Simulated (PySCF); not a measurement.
Working out the ionisation energy of Cd²⁺

Cd²⁺ [Kr] 4d10 (1S) → Cd³⁺ [Kr] 4d9 (2D). Computed with PySCF 2.14 in cc-pVTZ-PP with ECP28MDF, with scalar relativity through the core potential. Frozen: 4s2 4p6. Energies in hartree (1 hartree = 27.21139 eV):

| part | Cd²⁺ (lower) | Cd³⁺ (upper) |
| --- | --- | --- |
| UHF | -165.997371 | -164.678423 |
| MP2 opposite-spin | -0.230324 | -0.184651 |
| MP2 same-spin | -0.132481 | -0.106828 |

**Question.** What does Hartree-Fock give?

**Answer.** (-164.678423) − (-165.997371) = 1.318948 hartree = 35.890 eV.

**Question.** What do MP2 and SCS-MP2 (6/5 opposite-spin, 1/3 same-spin) give?

**Answer.** The opposite-spin parts differ by 1.243 eV and the same-spin parts by 0.698 eV. MP2: 35.890 + (1.243) + (0.698) = 37.831 eV. SCS-MP2: 35.890 + 1.2 × (1.243) + (0.698)/3 = 37.614 eV.

Reference: 37.468 ± 0.006 eV (measured; NIST Atomic Spectra Database, ionization energies), between the lowest levels; spin-orbit coupling is absent from the calculation.

What remains against the reference includes basis incompleteness, the frozen core and correlation beyond second order.
